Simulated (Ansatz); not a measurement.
Program: Ansatz. Geometries: PBE0-D4/def2-TZVP. ΔE: electronic, gas phase. CCSD(T)/CBS adds triple-zeta CCSD(T) − MP2 to the extrapolated MP2 energy (def2 sets, frozen cores). Functionals use def2-TZVPP. B3LYP here is the variant with VWN-RPA as its local correlation; programs differ in this. HSE06 is defined as in plane-wave codes. For Br outer-core shells are correlated without core-valence functions, which leaves a few kJ/mol of doubt a bond. Scalar relativity is left out up to krypton. Each species was taken in one conformer, which may not be the lowest.

Reaction (substitution at a C–C bond): `C=C1SC1C` + `NBBr` → `CNBBr` + `C=C1CS1`

```
             level  ΔE (kJ/mol)  difference from CCSD(T)/CBS
       LDA (SPW92)         43.8                         -1.3
            PBE-D4         43.4                         -1.7
           BLYP-D4         42.5                         -2.6
         r2SCAN-D4         45.5                          0.4
            B97M-V         46.7                          1.6
          B3LYP-D4         42.9                         -2.2
        r2SCAN0-D4         45.5                          0.4
          HSE06-D4         43.9                         -1.2
          BHLYP-D4         43.2                         -1.9
      CAM-B3LYP-D4         42.1                         -3.0
           ωB97X-V         42.1                         -3.0
           ωB97M-V         44.2                         -0.9
            B2PLYP         42.9                         -2.2
          PBE-QIDH         45.4                          0.3
               PBE         41.3                         -3.8
            revPBE         40.1                         -5.0
            r2SCAN         45.0                         -0.1
              PBE0         42.2                         -2.9
             B3LYP         39.6                         -5.5
           r2SCANh         45.0                         -0.1
           r2SCAN0         44.9                         -0.2
             HSE06         42.2                         -2.9
             BHLYP         40.5                         -4.6
         CAM-B3LYP         40.2                         -4.9
           LC-ωPBE         41.6                         -3.5
RPA@PBE/def2-TZVPP         39.9                         -5.2
       HF/def2-SVP         37.6                         -7.5
     CCSD/def2-SVP         41.5                         -3.6
  CCSD(T)/def2-SVP         42.4                         -2.7
     HF/def2-TZVPP         39.1                         -6.0
    MP2/def2-TZVPP         49.1                          4.0
SCS-MP2/def2-TZVPP         44.9                         -0.2
   CCSD/def2-TZVPP         42.7                         -2.4
CCSD(T)/def2-TZVPP         43.8                         -1.3
     HF/def2-QZVPP         39.1                         -6.0
    MP2/def2-QZVPP         49.9                          4.8
SCS-MP2/def2-QZVPP         45.6                          0.5
      HF/CBS(def2)         39.1                         -6.0
     MP2/CBS(def2)         50.4                          5.3
    CCSD/CBS(def2)         44.0                         -1.1
       CCSD(T)/CBS         45.1                            0
```

Largest T1 diagnostic among the species: 0.012.

The D4 term adds +3.3 kJ/mol with B3LYP and +1.8 kJ/mol with PBE0; it sums over pairs of atoms, weighted by their polarisabilities, and B3LYP, whose exchange is more repulsive, gets the larger term. Leaving LDA and LC-ωPBE aside and taking each functional with its dispersion term where it has one, the values spread over 4.6 kJ/mol, from CAM-B3LYP-D4 to B97M-V.
